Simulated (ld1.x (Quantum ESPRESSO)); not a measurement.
**S, TM: configuration errors across variants**

S (Z = 16), norm-conserving Troullier–Martins (Kleinman–Bylander form), made with ld1.x (Quantum ESPRESSO) 7.5 (revPBE, non-relativistic). Core [Ne], reference 3s2 3p4. Waves: 3p (bound): rc 1.10 bohr; 3d channel at 0.05 Ry: rc 1.50 bohr; 3s (bound): rc 1.50 bohr. Local part: the s channel. Core correction: Bessel-smoothed model core, default radius (core density twice the valence density).

All-electron excitation energies from the reference (eV): (1) 3s2 3p3 11.756; (2) 3s2 3p2 34.031; (3) 3s2 3p1 68.054; (4) 3s2 3p0 114.802; (5) 3s2 3p4.3 -1.703; (6) 3s0 3p6 20.486; (7) 3s1 3p5 10.188.

Tests that are not counted but printed errors over 1 eV. “wave 3p (bound): rc 1.10 bohr becomes 3p (bound): rc 0.70 bohr”: 3s2 3p1 (solver errors, printed error -4.8 eV).

1 further variants failed, have other tests or too few solved ones, and are left out.

Errors AE − PS in meV (a dash: test not solved or not reliable):

| change | (1) | (2) | (3) | (4) | (5) | (6) | (7) | bound ghosts |
| --- | --- | --- | --- | --- | --- | --- | --- | --- |
| base | +4.2 | +24 | +69 | +131 | +0.2 | +6.0 | +1.5 | none |
| wave 3p (bound): rc 1.10 bohr becomes 3p (bound): rc 0.70 bohr | +5.6 | +26 | – | -52 | +0.3 | -76 | -17 | not determined |
| wave 3p (bound): rc 1.10 bohr becomes 3p (bound): rc 0.96 bohr | – | +24 | +59 | +69 | +0.2 | -4.3 | -0.9 | none |
| wave 3p (bound): rc 1.10 bohr becomes 3p (bound): rc 1.18 bohr | +4.1 | +24 | +72 | +148 | +0.2 | +4.6 | +1.2 | none |
| wave 3p (bound): rc 1.10 bohr becomes 3p (bound): rc 1.28 bohr | +4.0 | +25 | +76 | +165 | +0.2 | +1.5 | +0.4 | none |
| wave 3p (bound): rc 1.10 bohr becomes 3p (bound): rc 1.40 bohr | +4.0 | +25 | +80 | +182 | +0.2 | -2.0 | -0.4 | none |
| wave 3p (bound): rc 1.10 bohr becomes 3p (bound): rc 1.54 bohr | +4.0 | +26 | +84 | +197 | +0.2 | -5.0 | -1.2 | none |
| wave 3p (bound): rc 1.10 bohr becomes 3p (bound): rc 1.62 bohr | +4.0 | +26 | +85 | +199 | +0.2 | -5.4 | -1.3 | none |

Problem. Give the same row for: wave 3p (bound): rc 1.10 bohr becomes 3p (bound): rc 1.06 bohr.

Solution. +4.4, +25, +67, +117, +0.2, +5.3, +1.4; bound ghosts: none.
